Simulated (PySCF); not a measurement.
Predicted microwave data (PBE0-D3(BJ)/def2-SVP geometry optimisation, gas phase in PySCF 2.14.0) for one isomer of C6H12O2:

```
Rotational constants : A = 2463, B = 1825, C = 1460 MHz
Dipole components    : |μa| = 1.80 D, |μb| = 0.61 D, |μc| = 0.65 D
Inertial defect      : -135.86 u·Å²
κ                    : -0.27
```

Question: Which candidate fits, each taken in the one conformer that was computed?
A. `[CH3:1][CH:2]([CH3:3])[O:4][CH:5]1[CH2:6][O:7][CH2:8]1` with C1–C2–O4–C5 -67°, C2–O4–C5–C6 -169°, O4–C5–C6–O7 -128°, C5–C6–O7–C8 9°, C6–O7–C8–C5 -9°, O4–C5–C8–O7 123°
B. `[CH3:1][C:2](=[O:3])[O:4][C:5]([CH3:6])([CH3:7])[CH3:8]` with C1–C2–O4–C5 -179° (tert-butyl acetate)
C. `[CH3:1][CH2:2][CH2:3][O:4][C:5](=[O:6])[CH2:7][CH3:8]` with C1–C2–C3–O4 176°, C2–C3–O4–C5 86°, C3–O4–C5–O6 0°, O4–C5–C7–C8 -177°
D. `[CH3:1][CH2:2][C:3]([CH3:4])([CH3:5])[O:6][CH:7]=[O:8]` with C1–C2–C3–C4 -58°, C2–C3–O6–C7 62°, C3–O6–C7–O8 0°
E. `[CH3:1][CH2:2][CH2:3][C:4](=[O:5])[O:6][CH2:7][CH3:8]` with C1–C2–C3–C4 178°, C2–C3–C4–O5 -89°, C3–C4–O6–C7 -178°, C4–O6–C7–C8 -83°

Answer: D. It is CCC(C)(C)OC=O, an asymmetric top, point group C1. The candidates at the same level (rigid rotor, commonest isotopes):

```json
{"SMILES": "CCC(C)(C)OC=O", "A (MHz)": "2463", "B (MHz)": "1825", "C (MHz)": "1460", "μa (D)": "1.80", "μb (D)": "0.61", "μc (D)": "0.65", "Δ (u·Å²)": "-135.86", "point group": "C1", "rotor": "asymmetric top"}
{"SMILES": "CCCOC(=O)CC", "A (MHz)": "6078", "B (MHz)": "872.0", "C (MHz)": "826.0", "μa (D)": "0.47", "μb (D)": "1.49", "μc (D)": "0.42", "Δ (u·Å²)": "-50.84", "point group": "C1", "rotor": "near-prolate asymmetric top"}
{"SMILES": "CC(=O)OC(C)(C)C", "A (MHz)": "3324", "B (MHz)": "1449", "C (MHz)": "1311", "μa (D)": "0.85", "μb (D)": "1.54", "μc (D)": "0.06", "Δ (u·Å²)": "-115.33", "point group": "–", "rotor": "asymmetric top"}
{"SMILES": "CC(C)OC1COC1", "A (MHz)": "4738", "B (MHz)": "1165", "C (MHz)": "1000", "μa (D)": "2.19", "μb (D)": "0.45", "μc (D)": "1.26", "Δ (u·Å²)": "-35.44", "point group": "C1", "rotor": "near-prolate asymmetric top"}
{"SMILES": "CCCC(=O)OCC", "A (MHz)": "5555", "B (MHz)": "893.9", "C (MHz)": "841.8", "μa (D)": "0.13", "μb (D)": "1.69", "μc (D)": "0.23", "Δ (u·Å²)": "-55.99", "point group": "C1", "rotor": "near-prolate asymmetric top"}
```

`CC(C)OC1COC1` has A 92 % too high; `CCCOC(=O)CC` has A 147 % too high; `CCCC(=O)OCC` has A 126 % too high; `CC(=O)OC(C)(C)C` has A 35 % too high. No structure here is proved a minimum.
